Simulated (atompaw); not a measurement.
**What the settings do to the PAW (atompaw) potential of Cl**

Base potential:

chlorine, PAW, made with atompaw 4.2.0.5 (PBE, scalar-relativistic). Core [Ne], reference 3s2 3p4.5 (charge +0.5). Waves: 3s (bound): rc 1.40 bohr; 3s channel at -1.05 Ry: rc 1.40 bohr; 3p (bound): rc 1.50 bohr; 3p channel at 0.05 Ry: rc 1.50 bohr; 3d channel at 0.4 Ry: rc 1.50 bohr; 3d channel at 2.7 Ry: rc 1.20 bohr. Local part: bessel scheme, radius 1.40 bohr. Core correction: smooth core density matched at 1.10 bohr. Augmentation charge: sinc compensation charge, radius 1.15 bohr; PAW radius 1.50 bohr; waves and projectors: custom polynom vanderbiltortho.

Cutoffs, loose and tight: the cutoffs (Ry, on a coarse ladder) from which the occupation-weighted sum of valence levels, in a spherical-Bessel basis at the reference potential, stays within 10 and 1 mRy of its value at 400 Ry. They see the waves, projectors and local potential, not the compensation charge or the core. A dash means not determined.

A true bound ghost makes a file unfit for plane-wave use even where its test errors are small: the radial tests pick states by their node count and pass the ghost by.

```csv
change,outcome,"cutoff, loose","cutoff, tight",bound ghosts
base,generated,25 Ry,35 Ry,none
"all radii scaled by about 1.07 (s 1.50, p 1.60, d 1.60 bohr); local potential bessel scheme, radius 1.50 bohr; augmentation sinc compensation charge, radius 1.22 bohr; PAW radius 1.60 bohr; waves and projectors: custom polynom vanderbiltortho; core correction smooth core density matched at 1.18 bohr",generated,21 Ry,30 Ry,none
"all radii scaled by about 1.28 (s 1.80, p 1.92, d 1.92 bohr); local potential bessel scheme, radius 1.80 bohr; augmentation sinc compensation charge, radius 1.48 bohr; PAW radius 1.92 bohr; waves and projectors: custom polynom vanderbiltortho; core correction smooth core density matched at 1.40 bohr",generated,15 Ry,21 Ry,none
```

Problem. What comes out with this change to the base: all radii scaled by about 0.77 (s 1.08, p 1.16, d 1.16 bohr); local potential bessel scheme, radius 1.08 bohr; augmentation sinc compensation charge, radius 0.88 bohr; PAW radius 1.16 bohr; waves and projectors: custom polynom vanderbiltortho; core correction smooth core density matched at 0.84 bohr?

Solution. outcome: generated; cutoff, loose: 50 Ry; cutoff, tight: 90 Ry; bound ghosts: s, p.

Problem. What comes out with this change to the base: all radii scaled by about 1.19 (s 1.66, p 1.78, d 1.78 bohr); local potential bessel scheme, radius 1.66 bohr; augmentation sinc compensation charge, radius 1.36 bohr; PAW radius 1.78 bohr; waves and projectors: custom polynom vanderbiltortho; core correction smooth core density matched at 1.30 bohr?

Solution. outcome: generated; cutoff, loose: 18 Ry; cutoff, tight: 25 Ry; bound ghosts: none.

Problem. What comes out with this change to the base: all radii scaled by about 0.88 (s 1.24, p 1.32, d 1.32 bohr); local potential bessel scheme, radius 1.24 bohr; augmentation sinc compensation charge, radius 1.02 bohr; PAW radius 1.32 bohr; waves and projectors: custom polynom vanderbiltortho; core correction smooth core density matched at 0.96 bohr?

Solution. outcome: generated; cutoff, loose: 35 Ry; cutoff, tight: 60 Ry; bound ghosts: none.

Reading the sweep of the scale of all radii (base = 1) (base included, trends over the rows without a ghost): The loose cutoff falls from 35 Ry at 0.88 to 15 Ry at 1.28. A larger radius leaves more room for a smooth pseudo-wave, so fewer plane waves are needed; a smaller one forces it to follow the all-electron wave where it bends sharply. Bound ghosts are found at 0.77.
